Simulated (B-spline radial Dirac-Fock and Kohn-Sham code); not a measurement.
## Electron momentum distribution of Nd¹³⁺: Compton profiles

System: the Nd¹³⁺ ion in the configuration [Kr] 4d10 5s1.

Level of theory: the impulse approximation on Dirac-Fock orbitals of the configuration average with a finite nucleus; a radial atomic solver. pz is in atomic units of momentum; subshell profiles are per electron, for a selection of subshells; open shells are spread over both j values by their weights.

```
 pz   J total   J 2p3/2   J 3p1/2   J 3d5/2   J 5s1/2
  0     4.148    0.0248    0.0627    0.0436     0.414
0.2     4.127    0.0248    0.0627    0.0436     0.398
0.3     4.103    0.0248    0.0627    0.0436     0.380
0.4     4.070    0.0248    0.0627    0.0436     0.355
0.5     4.029    0.0248    0.0627    0.0436     0.326
0.6     3.983    0.0248    0.0627    0.0436     0.294
0.8     3.881    0.0248    0.0626    0.0436     0.227
  1     3.772    0.0248    0.0626    0.0436     0.165
1.2     3.665    0.0248    0.0626    0.0436     0.115
1.4     3.561    0.0248    0.0625    0.0436    0.0815
1.6     3.459    0.0248    0.0624    0.0436    0.0619
1.8     3.356    0.0248    0.0622    0.0436    0.0531
  2     3.248    0.0248    0.0620    0.0436    0.0506
2.5     2.939    0.0248    0.0612    0.0435    0.0490
  3     2.583    0.0247    0.0598    0.0434    0.0384
  4     1.901    0.0247    0.0552    0.0429    0.0127
  5     1.420    0.0245    0.0482    0.0416   0.00601
  7    0.9362    0.0239    0.0311    0.0363   0.00456
 10    0.5830    0.0219    0.0112    0.0241  0.000832
 15    0.2760    0.0164   0.00241   0.00859  0.000454
 20    0.1446    0.0106   0.00216   0.00264  0.000181
 30   0.05086   0.00351   0.00113  0.000271  1.71e-05
 40   0.02255   0.00109  0.000400  3.70e-05  1.42e-05
 60  0.006501  0.000130  5.48e-05  1.51e-06  6.83e-06
100  0.001029  5.25e-06  2.99e-06    < 1e-6  1.02e-06
```

J(0) = 4.148. The 4d5/2 subshell gives the largest part, 16 %.

Mean momentum ⟨p⟩ by subshell (a.u.): 1s1/2 57.5, 2s1/2 20.5, 2p1/2 27.3, 2p3/2 25.3, 3s1/2 10.2, 3p1/2 12.2, 3p3/2 11.6, 3d3/2 13.9, 3d5/2 13.7, 4s1/2 5.22, 4p1/2 5.83, 4p3/2 5.62, 4d3/2 6.11, 4d5/2 6.04, 5s1/2 2.85.

Values without a named source are computed, but for edge energies of neutral atoms, which are taken from tables.
